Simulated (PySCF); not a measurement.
Electric properties by functional and basis

Species: trifluorosilane, F3HSi.
InChI=1S/F3HSi/c1-4(2)3/h4H

PySCF, dipoles from the SCF density, polarisabilities from static response with core orbitals frozen. Geometry: PBE0-D3(BJ)/def2-SVP; no solvent, vibrations or thermal averaging.

Reference dipole: 1.359 D (measured, gas; NIST CCCBDB Release 22 (SRD 101), experimental dipoles). The anisotropy is √(½[(α1 − α2)² + (α2 − α3)² + (α3 − α1)²]).

```json
{"level": "LDA/def2-SVPD", "μ (D)": "1.572", "error (%)": "+15.7", "α (au)": "26.34", "anisotropy (au)": "0.37"}
{"level": "PBE/def2-SVPD", "μ (D)": "1.503", "error (%)": "+10.6", "α (au)": "26.21", "anisotropy (au)": "0.37"}
{"level": "B3LYP/def2-SVPD", "μ (D)": "1.614", "error (%)": "+18.7", "α (au)": "24.71", "anisotropy (au)": "0.45"}
{"level": "PBE0/def2-SVPD", "μ (D)": "1.613", "error (%)": "+18.7", "α (au)": "24.41", "anisotropy (au)": "0.35"}
{"level": "BHandHLYP/def2-SVPD", "μ (D)": "1.722", "error (%)": "+26.7", "α (au)": "23.02", "anisotropy (au)": "0.42"}
{"level": "CAM-B3LYP/def2-SVPD", "μ (D)": "1.658", "error (%)": "+22.0", "α (au)": "24.46", "anisotropy (au)": "0.40"}
{"level": "wB97X-D/def2-SVPD", "μ (D)": "1.636", "error (%)": "+20.4", "α (au)": "24.28", "anisotropy (au)": "0.25"}
{"level": "LC-wPBE/def2-SVPD", "μ (D)": "1.623", "error (%)": "+19.4", "α (au)": "24.38", "anisotropy (au)": "0.23"}
{"level": "HF/def2-SVPD", "μ (D)": "1.792", "error (%)": "+31.8", "α (au)": "21.11", "anisotropy (au)": "0.40"}
{"level": "PBE0/6-31G*", "μ (D)": "1.456", "error (%)": "+7.1", "α (au)": "18.04", "anisotropy (au)": "1.03"}
{"level": "PBE0/def2-SVP", "μ (D)": "1.493", "error (%)": "+9.8", "α (au)": "17.78", "anisotropy (au)": "0.88"}
{"level": "PBE0/6-31+G*", "μ (D)": "1.646", "error (%)": "+21.1", "α (au)": "21.63", "anisotropy (au)": "0.51"}
{"level": "PBE0/aug-cc-pVDZ", "μ (D)": "1.595", "error (%)": "+17.4", "α (au)": "24.40", "anisotropy (au)": "0.32"}
{"level": "PBE0/def2-TZVP", "μ (D)": "1.497", "error (%)": "+10.2", "α (au)": "21.98", "anisotropy (au)": "0.46"}
{"level": "PBE0/def2-TZVPD", "μ (D)": "1.521", "error (%)": "+11.9", "α (au)": "24.73", "anisotropy (au)": "0.32"}
{"level": "PBE0/aug-cc-pVTZ", "μ (D)": "1.543", "error (%)": "+13.5", "α (au)": "24.72", "anisotropy (au)": "0.29"}
```

For the dipole, the smallest error is 7.1% (PBE0/6-31G*) and the largest 31.8% (HF/def2-SVPD). The dipole runs from 1.46 D (PBE0/6-31G*) to 1.79 D (HF/def2-SVPD). No reference polarisability is at hand; against PBE0 in the largest diffuse basis at hand (aug-cc-pVTZ) the other PBE0 rows deviate by 6-31G* -27%, def2-SVP -28%, 6-31+G* -12%, def2-SVPD -1%, aug-cc-pVDZ -1%, def2-TZVP -11%, def2-TZVPD 0%. In one basis (def2-SVPD) the functionals order the polarisability from HF (lowest) to LDA (highest), a spread of 25%. With PBE0 the polarisability is 19.27 au without diffuse functions (mean of 6-31G*, def2-SVP and def2-TZVP) and 23.98 au with them (mean of 6-31+G*, def2-SVPD, aug-cc-pVDZ, def2-TZVPD and aug-cc-pVTZ). Measured values can belong to vibrating molecules; the computed ones are for one fixed geometry.
